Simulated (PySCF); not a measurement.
C₄H₉LiO, charge -1, doublet, geometry from GFN2-xTB (such geometries of metal compounds can be far from the true shape) (a state made from the parent by changing its charge; the spin is typed, not shown lowest); B3LYP/STO-3G (PySCF).

PySCF was given this input:
```python
from pyscf import gto, scf, dft

mol = gto.M(
    atom='''
Li    1.01914719    1.96511518    2.02962093
O     0.42525215    0.81996935    0.84688519
C    -0.02303407   -0.04441420   -0.04587211
C     1.00456360   -1.18741221   -0.31372590
C    -1.34933231   -0.72249792    0.41811336
C    -0.31499227    0.63776187   -1.41829453
H     0.63768630   -1.90422918   -1.05132520
H     1.21056439   -1.71112513    0.61918768
H     1.93793089   -0.75456600   -0.67220735
H    -1.17747962   -1.23946630    1.36164377
H    -1.72329582   -1.43791531   -0.31728280
H    -2.10541501    0.04402891    0.58489126
H     0.59923216    1.09708597   -1.79280002
H    -1.05606975    1.42402205   -1.27815750
H    -0.68584198   -0.07356057   -2.15921905
''',
    basis='sto-3g',
    charge=-1,
    spin=1,
    verbose=4,
)

mf = dft.UKS(mol)
mf.xc = 'b3lyp'
mf.DIIS = scf.EDIIS
mf.kernel()
mf.analyze()
```

It wrote (shortened):

```
PySCF version 2.14.0

[INPUT] verbose = 4
[INPUT] num. atoms = 15
[INPUT] num. electrons = 45
[INPUT] charge = -1
[INPUT] spin (= nelec alpha-beta = 2S) = 1
[INPUT] symmetry False subgroup None
[INPUT] Mole.unit = angstrom
[INPUT] Symbol           X                Y                Z      unit          X                Y                Z       unit  Magmom
[...]
nuclear repulsion = 210.567885884219
number of shells = 27
number of NR pGTOs = 117
number of NR cGTOs = 39
basis = sto-3g
ecp = {}

******** <class 'pyscf.dft.uks.UKS'> ********
method = UKS
initial guess = minao
damping factor = 0
level_shift factor = 0
DIIS = <class 'pyscf.scf.diis.EDIIS'>
diis_start_cycle = 1
diis_space = 8
diis_damp = 0
SCF conv_tol = 1e-09
SCF conv_tol_grad = None
SCF max_cycles = 50
direct_scf = True
direct_scf_tol = 1e-13
number electrons alpha = 23  beta = 22
XC library pyscf.dft.libxc version 7.1.2
    S. Lehtola, C. Steigemann, M. J. T. Oliveira, and M. A. L. Marques,  SoftwareX 7, 1–5 (2018)
XC functionals = b3lyp
    P. J. Stephens, F. J. Devlin, C. F. Chabalowski, and M. J. Frisch,  J. Phys. Chem. 98, 11623 (1994)
radial grids:
    Treutler-Ahlrichs [JCP 102, 346 (1995); DOI:10.1063/1.469408] (M4) radial grids

becke partition: Becke, JCP 88, 2547 (1988); DOI:10.1063/1.454033
pruning grids: <function nwchem_prune>
grids dens level: 3
symmetrized grids: False
atomic radii adjust function: <function treutler_atomic_radii_adjust>
small_rho_cutoff = 0
Set gradient conv threshold to 3.16228e-05
tot grids = 172552
init E= -237.857451460479

cycle= 1 E= -237.317067626978  delta_E= 0.54  |g|= 0.508  |ddm|= 3.23

cycle= 2 E= -234.09945716691  delta_E= 3.22  |g|= 2.05  |ddm|= 2.78
cycle= 3 E= -237.037357766868  delta_E= -2.94  |g|= 0.68  |ddm|= 3.25
cycle= 4 E= -237.140286159809  delta_E= -0.103  |g|= 0.608  |ddm|= 0.454
cycle= 5 E= -237.140286156704  delta_E= 3.11e-09  |g|= 0.608  |ddm|= 9.92e-09
cycle= 6 E= -237.140286153026  delta_E= 3.68e-09  |g|= 0.608  |ddm|= 1.18e-08
cycle= 7 E= -237.140286161076  delta_E= -8.05e-09  |g|= 0.608  |ddm|= 2.57e-08
cycle= 8 E= -237.140286161302  delta_E= -2.26e-10  |g|= 0.608  |ddm|= 7.23e-10
cycle= 9 E= -237.140286165231  delta_E= -3.93e-09  |g|= 0.608  |ddm|= 1.26e-08
cycle= 10 E= -237.140286159619  delta_E= 5.61e-09  |g|= 0.608  |ddm|= 1.79e-08
cycle= 11 E= -232.706900815163  delta_E= 4.43  |g|= 2.15  |ddm|= 3.38
cycle= 12 E= -236.760547645915  delta_E= -4.05  |g|= 0.816  |ddm|=  3.9
[...]
SCF not converged.
Total Energy =                        -236.328506305169185
[...]
spin_pop of  4 C 2s       -0.00230
spin_pop of  4 C 2px      -0.01130
spin_pop of  4 C 2py      -0.00544
spin_pop of  4 C 2pz      -0.00200
spin_pop of  5 C 1s        0.00000
spin_pop of  5 C 2s       -0.00230
spin_pop of  5 C 2px      -0.00215
spin_pop of  5 C 2py      -0.00277
spin_pop of  5 C 2pz      -0.01382
spin_pop of  6 H 1s        0.03235
spin_pop of  7 H 1s        0.00420
spin_pop of  8 H 1s        0.00420
spin_pop of  9 H 1s        0.00420
spin_pop of  10 H 1s        0.03236
spin_pop of  11 H 1s        0.00420
spin_pop of  12 H 1s        0.00420
spin_pop of  13 H 1s        0.00420
spin_pop of  14 H 1s        0.03235
 ** Mulliken Spin Density (per atom)  **
spin density of  0 Li =      0.16206
spin density of  1 O =      0.20472
spin density of  2 C =      0.57405
spin density of  3 C =     -0.02103
spin density of  4 C =     -0.02103
spin density of  5 C =     -0.02103
spin density of  6 H =      0.03235
spin density of  7 H =      0.00420
spin density of  8 H =      0.00420
spin density of  9 H =      0.00420
spin density of  10 H =      0.03236
spin density of  11 H =      0.00420
spin density of  12 H =      0.00420
spin density of  13 H =      0.00420
spin density of  14 H =      0.03235
 ** Mulliken pop alpha/beta on meta-lowdin orthogonal AOs **
 ** Mulliken pop       alpha | beta **
[...]
In total            23.00000 | 22.00000
 ** Mulliken atomic charges   ( Nelec_alpha | Nelec_beta ) **
charge of  0Li =      0.77441  (     1.19383      1.03176 )
charge of  1O =     -1.54610  (     4.87541      4.67069 )
charge of  2C =     -0.25281  (     3.41343      2.83938 )
charge of  3C =     -0.17364  (     3.07630      3.09734 )
charge of  4C =     -0.17377  (     3.07637      3.09740 )
charge of  5C =     -0.17346  (     3.07621      3.09725 )
charge of  6H =      0.05058  (     0.49089      0.45854 )
charge of  7H =      0.06561  (     0.46930      0.46509 )
charge of  8H =      0.06562  (     0.46929      0.46509 )
charge of  9H =      0.06564  (     0.46928      0.46508 )
charge of  10H =      0.05061  (     0.49087      0.45852 )
charge of  11H =      0.06564  (     0.46928      0.46508 )
charge of  12H =      0.06557  (     0.46931      0.46511 )
charge of  13H =      0.06556  (     0.46932      0.46512 )
charge of  14H =      0.05054  (     0.49091      0.45856 )

WARN: System has nonzero charge -1; the dipole moment is origin-dependent.
Location of origin: [0. 0. 0.]

Dipole moment(X, Y, Z, Debye):  0.72287,  1.39340,  1.43884
```

The run did not converge; its last values are not results.
